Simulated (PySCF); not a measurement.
Core-level binding energies of `[SiH3][GeH2][GeH2][SH]`

Species: Ge2H8SSi.
SMILES with atom numbers: `[SiH3:1][GeH2:2][GeH2:3][SH:4]`

The calculation used delta-SCF UKS SCAN, pcX-2 on the ionised atom, pcseg-1 elsewhere, spin-free X2C (PySCF 2.14.0). These are vertical core ionisation energies against the vacuum level, from separate self-consistent calculations with and without the core hole.

Task: What binding energy does each computed site have?

Result: 
```
atom(s)                environment     level  binding energy (eV)  2p1/2 (eV)  count
    Si1               SiH3 silicon  Si 2p3/2               106.68      107.30      1
    Si1               SiH3 silicon     Si 1s              1846.36           –      1
     S4  sulfur bonded to Ge and H      S 1s              2476.75           –      1
```

Task: Which effective nuclear charge Zeff reproduces each element's mean 1s value in the hydrogen-like formula E = 13.606 eV × Zeff²?

Result: Si (Z = 14): mean 1846.4 eV, Zeff = 11.65, Z − Zeff = 2.35; S (Z = 16): mean 2476.7 eV, Zeff = 13.49, Z − Zeff = 2.51. Means run over the listed sites, weighted by atom count.

Task: Which photon energy gives electrons from Si 2p3/2 of Si1 a kinetic energy of 100 eV, and what is their de Broglie wavelength?

Result: hν = 106.68 + 100 = 206.68 eV, recoil neglected; λ = 12.264 Å/√(E/eV) = 1.23 Å.

Not every level is listed. 2p3/2 and 2p1/2 are the ΔSCF energy of one spin-free 2p hole plus the eigenvalues of a spin–orbit and ligand-field matrix of the shell. 2p1/2 minus 2p3/2 (ligand field included): Si 0.62 eV. No level of germanium is listed. One conformer (not necessarily the lowest) at the PBE0-D3(BJ)/def2-SVP geometry, without solvent, vibrations or thermal averaging.

Shape of the structure used: `[SiH3:1][GeH2:2][GeH2:3][SH:4]`: Si1–Ge2–Ge3–S4 -175°, H–S4–Ge3–Ge2 -57°.
